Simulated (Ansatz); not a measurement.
Reaction (redistribution): `[CH3][Al]([OH])[Br]` + `C[N](C)[Zn][Br]` → `[OH][Al]([Br])[Br]` + `[CH3][Zn][N](C)C`

Computed with Ansatz on PBE0-D4/def2-TZVP structures; ΔE is electronic, products minus reactants. CCSD(T)/CBS is the MP2 limit (def2-TZVPP, def2-QZVPP) plus CCSD(T) − MP2 in def2-TZVPP, frozen cores. DFT in def2-TZVPP. For Br, Zn outer-core shells are correlated without core-valence functions, which leaves a few kJ/mol of doubt a bond. Scalar relativity is left out up to krypton. Each species was taken in one conformer, which may not be the lowest.

```tsv
species	revPBE-D4 energy (Eh)
`[CH3][Al]([OH])[Br]`	-2932.22232
`C[N](C)[Zn][Br]`	-4487.86734
`[OH][Al]([Br])[Br]`	-5466.29456
`[CH3][Zn][N](C)C`	-1953.79274
```

(1) Work out ΔE.

Largest T1 diagnostic among the species: 0.014.

Results:

(1) ΔE = (-5466.29456) + (-1953.79274) − (-2932.22232) − (-4487.86734) = 0.00236 Eh = +6.2 kJ/mol. CCSD(T)/CBS gives +16.1 kJ/mol.

From PBE to PBE0 (25 % exact exchange), in def2-TZVPP and without D4, ΔE moves by +6.4 kJ/mol. In def2-TZVPP, CCSD(T) changes the Hartree–Fock value by −27.8 kJ/mol (the triples alone add −3.7 kJ/mol) and MP2 by −34.5 kJ/mol.
